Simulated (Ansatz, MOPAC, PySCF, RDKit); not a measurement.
Noncovalent pair: boric acid (SMILES OB(O)O) (first 7 atoms) with NH3 (SMILES N); geometry from B3LYP-D3(BJ)/def2-TZVP, rigid monomers moved along the line of their centres of mass till H7···N8 is 1.74 Å.
(charge 0, multiplicity 1):
```
atom    x (Å)    y (Å)    z (Å)
----  -------  -------  -------
O     -0.0024  -0.5718  -1.1977
B     -0.1552  -0.1962   0.1102
O     -1.3611   0.3833   0.4784
O      0.8779  -0.4118   0.9665
H     -0.7868  -0.3771  -1.7183
H     -1.3983   0.6214   1.4085
H      0.6982  -0.1194   1.8813
N      0.3724   0.4034   3.5048
H      0.2731   1.3967   3.6843
H     -0.3409  -0.0796   4.0403
H      1.2714   0.1201   3.8812
```

```tsv
level	interaction energy (meV)	cost
UFF	4311.2	-
AM1	-38.0	-
PM3	-208.5	-
HF/STO-3G (no counterpoise)	-390.9	-
HF/3-21G (no counterpoise)	-694.2	-
PBE-D4/def2-TZVPPD	-421.6	×1
BP86/6-31G* (no counterpoise)	-500.0	-
r2SCAN/def2-TZVPPD	-397.0	×1
r2SCAN-D3(BJ)/def2-TZVPPD	-413.7	×1
r2SCAN-D4/def2-TZVPPD	-412.4	×1
B3LYP/6-31G*	-406.8	-
B3LYP/6-31G* (no counterpoise)	-497.8	-
B3LYP-D3(BJ)/def2-TZVPPD	-396.1	×1
CCSD(T)/aug-cc-pVDZ	-318.5	×20
```

The rows run from -694.2 (HF/3-21G (no counterpoise)) to 4311.2 meV (UFF). The dispersion term adds -16.8 in r2SCAN-D3(BJ), -15.5 in r2SCAN-D4.

Interaction energies are E(AB) − E(A) − E(B) at the monomers' geometry in the complex; basis-set methods are counterpoise corrected. Rows marked so take none. RDKit's UFF carries no charges.

Correlated levels freeze the cores. Rows in 3-21G, 6-31G*, STO-3G carry no dispersion term and start afresh at each structure (6-31G* with six Cartesian d functions). The state reached by AM1, PM3 isn't checked.

Run with Ansatz (a program for electronic structure); MOPAC for AM1, PM3 (differences of heats of formation); PySCF for 3-21G rows, 6-31G* rows, STO-3G rows, the dispersion terms; RDKit for the force fields. 

Costs are rough ratios of core time to PBE/def2-TZVPPD (about 9 s over the structures, on one shared machine); a dash marks a level with no comparable run of its own.
